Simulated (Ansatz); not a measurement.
Frontier orbitals of `[Na][I]`.

Charge 0, multiplicity 1. Correlated methods include outer-core shells of I, Na, which these sets cover unevenly. I: def2 effective core potential. Geometry: relaxed with PBE0-D4/def2-TZVP. Basis def2-TZVPP, Ansatz.

Orbital energies of one run (eV). Highest occupied ones, from the top: -4.76, -4.76, -5.37, -14.95, -29.68, -29.71, -29.71, -46.90, -46.90, -46.96, -46.96, -46.99, -57.40, -124.84. Empty: -2.47, -0.39, -0.39, 0.24, 0.63, 3.03.

(1) Which functional gave them?
A. LC-ωPBE
B. BLYP
C. ωB97M-V
D. PBE0

Answers

(1) B. HOMO energies: BLYP -4.76, ωB97M-V -8.01, PBE0 -5.93, LC-ωPBE -8.41 eV.

LC-ωPBE has ω = 0.4 bohr⁻¹.
